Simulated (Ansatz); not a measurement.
Program: Ansatz. Geometries: PBE0-D4/def2-TZVP. ΔE: electronic, gas phase. CBS: MP2 limit from def2 TZ/QZ plus the TZ coupled-cluster correction, frozen cores. DFT in def2-TZVPP. B3LYP here is the variant with VWN-RPA as its local correlation; programs differ in this. def2 core potentials past Kr. For Sn outer-core shells are correlated without core-valence functions, which leaves a few kJ/mol of doubt a bond. One conformer a species, not always the lowest.

Consider the formal exchange of groups at the Sn–O bond: `C[O][SnH]([Cl])[O][SiH3]` + `O=C(O)O` → `C[O][SnH]([OH])[Cl]` + `O=C(O)O[SiH3]`.

```
             level  ΔE (kJ/mol)  difference from CCSD(T)/CBS
            PBE-D4         21.8                         -3.6
         r2SCAN-D4         23.8                         -1.6
           PBE0-D4         25.0                         -0.4
          B3LYP-D4         25.3                         -0.1
           ωB97X-V         24.3                         -1.1
           ωB97M-V         23.8                         -1.6
            B2PLYP         22.4                         -3.0
               PBE         18.5                         -6.9
            r2SCAN         22.5                         -2.9
              PBE0         21.7                         -3.7
             B3LYP         20.2                         -5.2
     HF/def2-TZVPP         28.4                          3.0
    MP2/def2-TZVPP         25.5                          0.1
SCS-MP2/def2-TZVPP         25.6                          0.2
   CCSD/def2-TZVPP         25.9                          0.5
CCSD(T)/def2-TZVPP         25.3                         -0.1
     HF/def2-QZVPP         29.0                          3.6
    MP2/def2-QZVPP         25.8                          0.4
SCS-MP2/def2-QZVPP         25.9                          0.5
      HF/CBS(def2)         29.0                          3.6
     MP2/CBS(def2)         25.6                          0.2
    CCSD/CBS(def2)         26.0                          0.6
       CCSD(T)/CBS         25.4                            0
```

Largest T1 diagnostic among the species: 0.014.

From PBE to PBE0 (25 % exact exchange), in def2-TZVPP and without D4, ΔE moves by +3.2 kJ/mol. The D4 term adds +5.1 kJ/mol with B3LYP and +3.3 kJ/mol with PBE0; it sums over pairs of atoms, weighted by their polarisabilities, and B3LYP, whose exchange is more repulsive, gets the larger term.
